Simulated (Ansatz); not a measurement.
CH₅AlBrN, SMILES `[CH3][Al]([NH2])[Br]` at its PBE0-D4/def2-TZVP geometry, where that method's forces vanish. Total charge 0; spin multiplicity 1.

```xyz
9

C    -0.1655   -0.6772    1.3475
Al   -0.0202   -0.2568   -0.5377
N     0.2730    1.3622   -1.1619
Br   -0.2299   -1.8846   -2.1026
H     0.5684   -1.4354    1.6341
H    -0.0095    0.2024    1.9768
H    -1.1525   -1.0882    1.5776
H     0.3878    2.1860   -0.5945
H     0.3485    1.5916   -2.1394
```

Problem. What forces (eV/Å) does PBE-D4/def2-TZVPP give on these atoms in the Gaussian-basis code of Ansatz? (Estimate.)

Solution. The calculation gave: 
```
C1   0.007  0.028 -0.044
Al2 -0.026 -0.142  0.076
N3  -0.016 -0.089  0.041
Br4 -0.019 -0.145 -0.145
H5   0.135 -0.139  0.054
H6   0.028  0.162  0.126
H7  -0.181 -0.076  0.044
H8   0.043  0.300  0.179
H9   0.029  0.100 -0.332
```
